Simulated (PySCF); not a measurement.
Compound: AsSb3SSS nortricyclane, AsS3Sb3.
Geometry (PBE0-D3(BJ)/def2-SVP, Å), atoms numbered from 1 in this order:
```
atom  x, y, z in Å
As1    1.2840    1.2875   -0.4773
S2     0.1037    0.4109   -2.1563
Sb3   -1.4396   -1.2227   -1.2205
Sb4   -1.7924    0.0400    1.3243
S5    -0.3218    1.9395    0.9290
Sb6    0.1856   -2.0108    1.0022
S7     2.0724   -0.5465    0.5301
```

The calculation used TDDFT wB97X-D/def2-SVPD, vertical, gas phase, core orbitals frozen in the response, def2 core potentials past Kr (PySCF 2.14.0, density-fitted response routines). Spin–orbit coupling is left out.

Task: Predict the UV-vis stick spectrum at this level.

Result: 

```
state  E (eV)  E (hartree)       f   main configurations (H = HOMO, L = LUMO)
   S1    3.12       0.1147  0.0002                                  H→L (97%)
   S2    3.13       0.1150  0.0002                                H-1→L (97%)
   S3    3.90       0.1434  0.0000                 H→L+2 (47%), H-1→L+3 (38%)
   S4    3.97       0.1457  0.0001  H-1→L+1 (40%), H-1→L+2 (22%), H→L+3 (20%)
   S5    3.97       0.1459  0.0060      H-2→L (27%), H→L+1 (26%), H→L+2 (16%)
   S6    3.97       0.1460   0.014     H-2→L (65%), H→L+1 (10%), H-1→L+3 (9%)
   S7    3.98       0.1464  0.0001                                H-3→L (85%)
   S8    4.21       0.1545  0.0000                 H→L+3 (44%), H-1→L+2 (40%)
   S9    4.37       0.1604  0.0000                 H→L+4 (43%), H-1→L+5 (34%)
```

Triplets, Tamm–Dancoff:

```json
{"state": "T1", "E (eV)": "2.88", "λ (nm)": "429.8", "main configurations (H = HOMO, L = LUMO)": "H→L (95%)"}
{"state": "T2", "E (eV)": "2.89", "λ (nm)": "428.5", "main configurations (H = HOMO, L = LUMO)": "H-1→L (95%)"}
{"state": "T3", "E (eV)": "3.25", "λ (nm)": "381.1", "main configurations (H = HOMO, L = LUMO)": "H→L+1 (73%)"}
{"state": "T4", "E (eV)": "3.27", "λ (nm)": "379.3", "main configurations (H = HOMO, L = LUMO)": "H-1→L+1 (69%), H-1→L+2 (9%)"}
```

The lowest singlet level (S1/S2) comes at 397 nm (301 kJ/mol) in the visible; it is dark (f under 0.0005). The strongest level in the table is S5/S6 at 3.97 eV (312 nm, f = 0.020 summed). S1/S2 and S4/S5/S6 lie within about 0.01 eV of each other in each set; the point group C3v has degenerate representations, and within a degenerate level the listed configurations can mix freely. Löwdin shares by element: HOMO (one of a set within 0.03 eV) antimony 72%, sulfur 13% or more; LUMO antimony 59%, sulfur 12% or more (atoms not listed hold the other 29%). Weighted by f, the mean energy of these states is 3.95 eV. Of the 9 states listed, 1 reaches f = 0.01 and 7 stay under 0.0005. The listed states span 1.24 eV, and the widest gap between neighbours is 0.77 eV (S2 to S3). 2 computed singlets (S1 to S2) lie in the visible range (380 to 750 nm), S1 for one at 397 nm, dark in the vertical dipole picture (f under 0.0005); light of that wavelength is violet, and its complementary colour is yellow-green; a Tamm–Dancoff triplet lies at 430 nm, without intensity as long as spin–orbit coupling is left out. The vertical ionisation energy (ΔSCF) is 8.89 eV, 4.53 eV above S9. Orbitals of the list HOMO-3 to LUMO+2 that lie within 0.01 eV of each other are written together with a slash and their weights summed (≥ marks a lower bound); for degenerate orbitals outside that list single weights are arbitrary. Singlets were solved by full linear response, triplets in the Tamm–Dancoff approximation. The highest level found (4.42 eV, f 0.021 so far) is left out, since the window may have cut off a degenerate partner.

One conformer stands for the species.
